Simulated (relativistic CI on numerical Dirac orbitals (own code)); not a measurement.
Computed by Dirac-Coulomb-Breit CI, separate exchange-only KLI orbitals for each configuration, QED by a radiative potential, unscaled Slater integrals (own radial code, finite nucleus).

Configurations in the expansion (outside the closed core 1s2): 2s²2p², 2s2p³, 2p⁴, 2p³3s, 2s²2p3s, 2p³3p, 2p³3d, 2s²2p3p, 2s²2p3d, 2s2p²3s, 2s2p²3p, 2s2p²3d, 2s²2p4s, 2s²2p4p, 2s²2p4d, 2s²2p4f, 2s²3s², 2s²3s3p, 2s2p²4s, 2s2p²4p, 2s²3s3d, 2s²2p5s, 2s²3p², 2s2p²4d, 2s²2p5p, 2s2p²4f, 2s²2p5d, 2s²2p5f, 2s²2p5g, 2s²3p3d, 2s2p3s², 2s²3d², 2s2p3s3p, 2s2p3s3d, 2s2p3p², 2s2p3p3d. Levels of other configurations are missing.

At this charge energies of transitions that change n are usually good to better than 1 %, and those within a shell (Δn = 0) to a few per cent.

Outline of the computed level scheme of Pt LXXIII. Lowest level of each configuration: 2s²2p² ³P0 at 0.0 eV; 2s2p³ ³P°2 at 2136.8 eV; 2p⁴ ³P2 at 4411.5 eV; 2s²2p3s ³P°0 at 11791.6 eV; 2s²2p3p ³D1 at 11888.0 eV; 2s2p²3s ⁵P1 at 12095.8 eV; 2s2p²3p ³P°1 at 12201.8 eV; 2s²2p3d ³F°2 at 12515.4 eV; 2s2p²3d ³D1 at 12821.8 eV.

Some strong electric-dipole decays among the lowest 45 levels: 2s²2p3d ³D°1 → 2s²2p² ³P0 (2.5e+15 s⁻¹); 2s2p²3d ³D3 → 2s2p³ ³P°2 (1.9e+15 s⁻¹); 2s²2p3d ³F°3 → 2s²2p² ¹D2 (1.9e+15 s⁻¹); 2s²2p3d ³P°2 → 2s²2p² ³P1 (1.7e+15 s⁻¹); 2s2p²3d ³F2 → 2s2p³ ¹P°1 (1.7e+15 s⁻¹); 2s2p²3p ³P°1 → 2s²2p² ³P0 (6.8e+14 s⁻¹); 2s2p²3p ³D°1 → 2s²2p² ³P0 (6.6e+14 s⁻¹); 2s2p²3d ³D2 → 2s2p³ ³P°2 (3.4e+14 s⁻¹).

LS names give the leading component of a level, which can be under half, so a name can repeat, a term be missing and a line seem to break the LS rules.
